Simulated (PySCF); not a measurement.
Ionisation energy of Ga(6+) by level of theory

Ga(6+) [Ar] 3d7 [3d3/2^4 3d5/2^3, M_J = 9/2] → Ga(7+) [Ar] 3d6 [3d3/2^4 3d5/2^2, M_J = 4], as a difference of total energies. Computed with PySCF 2.14 in an even-tempered Gaussian basis (18 s from 0.27 bohr⁻², ratio 2.8; 13 p from 0.35 bohr⁻², ratio 2.8; 9 d from 0.35 bohr⁻², ratio 2.8; 4 f from 2.4 bohr⁻², ratio 3), with the two-component X2C-1e Hamiltonian. Correlated levels: [Ne] frozen; the 76 highest virtual spinors dropped. "Screened" scales the spin-orbit matrix elements by Boettger's factors to mimic the two-electron term; Breit and QED terms are absent.

| method | ionisation energy (eV) |
| --- | --- |
| GHF (screened spin-orbit) | 139.52 |
| GMP2 (screened spin-orbit) | 141.11 |

Q: How much does correlation contribute at GMP2 (screened spin-orbit)?

A: 141.11 − (139.52) = 1.59 eV, measured against GHF (screened spin-orbit).

The labels give the starting determinants; with spin-orbit coupling the two ends relaxed to ⟨J²⟩ = 24.75, ⟨L²⟩ = 12.07, ⟨S²⟩ = 3.73 and ⟨J²⟩ = 20.00, ⟨L²⟩ = 6.04, ⟨S²⟩ = 5.98.

For comparison: 140.8 ± 1.4 eV (theoretical estimate listed by NIST; NIST Atomic Spectra Database, ionization energies).
